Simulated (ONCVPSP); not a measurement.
**Ag (Z = 47): excitation energies, all-electron against ONCV**

```json
{
 "Element": "Ag (Z = 47)",
 "Generator": "ONCVPSP 4.0.1",
 "Type": "optimised norm-conserving Vanderbilt (ONCV)",
 "Functional": "PBE",
 "Relativity": "fully relativistic",
 "Frozen core": "[Ar] 3d10",
 "Valence charge": "19",
 "Reference configuration": "4s2 4p6 4d8 (charge +3)",
 "Partial waves": "4s: rc 1.30 bohr, ncon 3, nbas 6, qcut 11.1 1/bohr, 2 projectors, debl 3.5 Ha; 4p: rc 1.10 bohr, ncon 3, nbas 7, qcut 8.9 1/bohr, 1 projector; 4d: rc 1.15 bohr, ncon 4, nbas 7, qcut 8.4 1/bohr, 2 projectors, debl 2.9 Ha",
 "Local potential": "polynomial inside 1.05 bohr (lpopt 4, dvloc0 0 Ha)",
 "Core correction": "none"
}
```

Open shells are filled in proportion to 2j + 1.

In the s channel the program set the typed energies aside and used -4.911, 0.250 Ha.

Energies are relative to the spin-unpolarised reference configuration 4s2 4p6 4d8; without spin polarisation the order of configurations can differ from experiment.

```csv
valence configuration,charge,ΔE all-electron (eV),error AE − PS (meV)
4s2 4p6 4d10 5s1,0,-66.065,+2.1
4s2 4p6 4d10,+1,-58.306,+2.3
4s2 4p6 4d7,+4,51.710,+5.4
```

Q: What are ΔE and the potential's error for 4s2 4p6 4d9?

A: ΔE = -36.191 eV all-electron; the error (AE − PS) is +1.1 meV.

Levels in the configuration 4s2 4p6 4d9:

```tsv
level	all-electron (eV)	pseudo (eV)
4s j=1/2	-117.535	-117.545
4p j=3/2	-79.346	-79.350
4p j=1/2	-84.478	-84.482
4d j=5/2	-28.641	-28.644
4d j=3/2	-29.258	-29.259
```
